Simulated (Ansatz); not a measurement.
Basis-set series for C5H15GeNSi, SMILES `C=C[N]([GeH3])[Si](C)(C)C`. Charge 0, multiplicity 1. The geometry is a stationary point of PBE0-D4/def2-TZVP. It is one conformer, not always the lowest.

```xyz
23

C    -1.373   -1.730   -2.195
C    -0.476   -1.171   -1.378
N    -0.684   -0.212   -0.397
Ge   -2.424    0.388   -0.180
Si    0.726    0.309    0.511
C     0.244    1.593    1.777
C     1.978    1.042   -0.670
C     1.474   -1.169    1.380
H    -1.052   -2.470   -2.914
H    -2.428   -1.481   -2.183
H     0.560   -1.495   -1.476
H    -3.327   -0.800    0.191
H    -2.423    1.432    0.939
H    -2.913    1.010   -1.499
H    -0.472    1.212    2.509
H     1.146    1.891    2.321
H    -0.179    2.492    1.323
H     2.277    0.327   -1.441
H     1.568    1.921   -1.174
H     2.882    1.349   -0.136
H     0.764   -1.601    2.090
H     2.373   -0.881    1.932
H     1.757   -1.955    0.675
```

| functional | basis | functions | energy (Eh) | HOMO (eV) | LUMO (eV) |
| --- | --- | --- | --- | --- | --- |
| PBE0-D4 | def2-TZVPP | 486 | -2620.28193 | -5.98 | 0.69 |
| PBE0-D4 | def2-QZVPP | 951 | -2620.35168 | -6.00 | 0.32 |
| ωB97M-V | def2-TZVPP | 486 | -2620.68415 | -8.17 | 2.14 |
| ωB97M-V | def2-QZVPP | 951 | -2620.75148 | -8.18 | 1.47 |

**Question.** Give the rows for def2-SVP. (Estimate.)

**Answer.** The calculation gave: 
```json
{"functional": "PBE0-D4", "basis": "def2-SVP", "functions": "209", "energy (Eh)": "-2619.63473", "HOMO (eV)": "-5.88", "LUMO (eV)": "1.03"}
{"functional": "ωB97M-V", "basis": "def2-SVP", "functions": "209", "energy (Eh)": "-2620.02046", "HOMO (eV)": "-8.06", "LUMO (eV)": "2.79"}
```

Positive LUMOs are unbound and depend on the basis. Scalar relativity is left out up to krypton.

Computed with Ansatz.
